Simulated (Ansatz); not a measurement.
Abridged output of a molecular run in Ansatz:

```
Functional definition: HF
820 factors; integrals over basis functions are off by at most 9.6e-4 eV
mean field evaluation 1: about -57317.6607 eV, gradient 2.9e1 eV
mean field evaluation 2: about -57317.6751 eV, gradient 2.9e1 eV
mean field evaluation 4: about -57320.3820 eV, gradient 2.5e0 eV
mean field evaluation 8: about -57320.4347 eV, gradient 4.7e-1 eV
mean field -57320.43650115 eV, -2106.4871882300 hartree, gradient 3.4e-6 eV, S^2 0.000000; 0 other end points of the search recorded, 0 dependent functions left out; unrestricted orbitals would lower it
15 core orbitals not correlated: weight in the atoms' cores, before any rotation towards them, 1.000 or more for the frozen orbitals, at most 0.000 for the correlated occupied ones
reference -57320.43650115 eV, -2106.4871882300 hartree; 12, 12 occupied and 56, 56 virtual orbitals, 820 factors
second order -14.65625302 eV of doubles, -0.00000000 eV of singles
cycle   1  -14.54576182 eV  change    1.1e-1 eV  update   1.1e-1
cycle   2  -15.07702352 eV  change   -5.3e-1 eV  update   4.1e-2
cycle   3  -15.17251473 eV  change   -9.5e-2 eV  update   1.9e-2
cycle   4  -15.16842194 eV  change    4.1e-3 eV  update   5.9e-3
cycle   5  -15.17008068 eV  change   -1.7e-3 eV  update   2.9e-3
cycle   6  -15.17149599 eV  change   -1.4e-3 eV  update   1.1e-3
cycle   7  -15.17144956 eV  change    4.6e-5 eV  update   4.1e-4
cycle   8  -15.17133991 eV  change    1.1e-4 eV  update   1.7e-4
cycle   9  -15.17128552 eV  change    5.4e-5 eV  update   6.6e-5
cycle  10  -15.17126855 eV  change    1.7e-5 eV  update   2.1e-5
perturbative correction -0.52237067 eV, -0.0191967680 hartree
Total energy: -57336.13014037 eV, -2107.0639188336 hartree
```

Its atoms:

```xyz
7

C    -0.815    0.875   -0.304
Si   -0.009   -0.397    0.501
Zn    2.472   -1.121   -0.976
H    -0.570    1.916   -0.125
H    -1.515    0.691   -1.111
H    -0.422   -1.809    0.338
H     0.858   -0.154    1.676
```

Q: Which basis set was used?
A. def2-SVP
B. def2-TZVPPD
C. def2-SVPD
D. cc-pV(T+d)Z

A: A. It gives 83 functions.

Q: Write the keys of the input that set method, charge and spin (a neutral closed shell needs none for the last two).

A: 
```yaml
correlation: {method: ccsd_t, frozen_orbitals: {C: 1, H: 0, Si: 5, Zn: 9}}
```
